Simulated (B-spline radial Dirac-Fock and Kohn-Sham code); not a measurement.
## K-line shifts caused by a second vacancy in La

System: atomic lanthanum in the configuration [Xe] 4f2 5d1 (not the ground configuration).

The run's input, task.json:

```json
{"items": [{
  "Z": 57,
  "q": 0,
  "cfg": [[1, 0, 2], [2, 0, 2], [2, 1, 6], [3, 0, 2], [3, 1, 6], [3, 2, 10], [4, 0, 2], [4, 1, 6], [4, 2, 10], [4, 3, 2], [5, 0, 2], [5, 1, 6], [5, 2, 1]],
  "A": 139,
  "rrms": 4.855,
  "do": ["binding", "quiet", "double"]
}]}
```

Command: `python xray_run.py task.json out`

These are calculated numbers from an atomic code on a B-spline grid; the model is multi-electron Dirac-Fock with separately optimised hole states, Breit and Lamb-shift corrections added in first order. Each two-hole energy is an average over J within one jj subconfiguration, not an observable level; in light atoms, where LS coupling holds, the j-resolved values are not observed lines, and for a K spectator the Kα1 hypersatellite is nearly forbidden. Correlation and solid-state effects are left out.

Lines without a spectator: Kα2 (K-L2) 33032.9 eV, Kα1 (K-L3) 33441.0 eV, Kβ3 (K-M2) 37718.7 eV, Kβ1 (K-M3) 37799.9 eV. Shifts in eV with one spectator hole (a dash: not computed, or left out as unreliable):

```
spectator hole    Kα2     Kα1     Kβ3     Kβ1
    L2 (2p1/2)  +78.6  +100.8       –  +207.6
    L3 (2p3/2)  +71.8   +73.7  +176.4       –
    M2 (3p1/2)      –  +13.09  +28.45   +34.1
    M3 (3p3/2)  +8.90       –  +27.73  +27.35
    M4 (3d3/2)  +2.22   -0.86       –       –
    M5 (3d5/2)  -1.64   +0.86       –       –
```

Q: Where does the K-L3 hypersatellite lie, emitted when both K electrons are missing?

A: +710.2 eV from the normal line, at 34151.1 eV. Removing both K electrons costs 78792.9 eV, which is 946.9 eV more than twice the K binding energy.

With n spectator holes in 2p, averaged over the 2p shell (energies in eV):

```
n     KαLⁿ   step  hypersatellite KαʰLⁿ
0  33304.9      –               34005.4
1  33385.6  +80.8               34087.7
2  33467.7  +82.0               34171.3
3  33551.1  +83.4               34256.3
4  33635.8  +84.7               34342.6
5  33721.9  +86.1               34430.3
```
